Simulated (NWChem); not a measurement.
System: SbCl4, doublet; SMILES [Cl][Sb]([Cl])([Cl])[Cl]

In the optimisation the excess spin sits in a1 (C2v, its own frame). No frequency run checked for a minimum. The spin multiplicity was typed, not searched, and may not be the lowest. def2 effective core potentials on Sb; no spin-orbit coupling.

Question: Give the equilibrium geometry at PBE0/def2-SVP with def2 effective core potentials on Sb, spin-unrestricted (NWChem) as a list of bonds and angles, with the point group.

Answer: point group C2v; any orientation.
Bond lengths (Å): Sb1–Cl2 2.439, Sb1–Cl3 2.350, Sb1–Cl4 2.350, Sb1–Cl5 2.439. Bond angles (°): Cl2–Sb1–Cl3 101.8, Cl2–Sb1–Cl4 101.8, Cl2–Sb1–Cl5 142.7, Cl3–Sb1–Cl4 100.3, Cl3–Sb1–Cl5 101.8, Cl4–Sb1–Cl5 101.8.
